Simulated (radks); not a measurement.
The beryllium ion Be+, configuration [He] 2s1 (the NIST ground configuration). All-electron calculation, non-relativistic Kohn-Sham, PBE, spin-polarised, spherical densities, point nucleus; open shells are filled with parallel spins first. Program: a radial shooting solver on a logarithmic mesh with Libxc functionals.

Unscreened Slater integrals over Kohn-Sham orbitals (eV). They are taken over the spin-up orbitals.

integral    value
F0(2s,2s)  10.920
F0(2s,1s)  15.224
G0(2s,1s)  1.1210
F0(1s,1s)  61.340
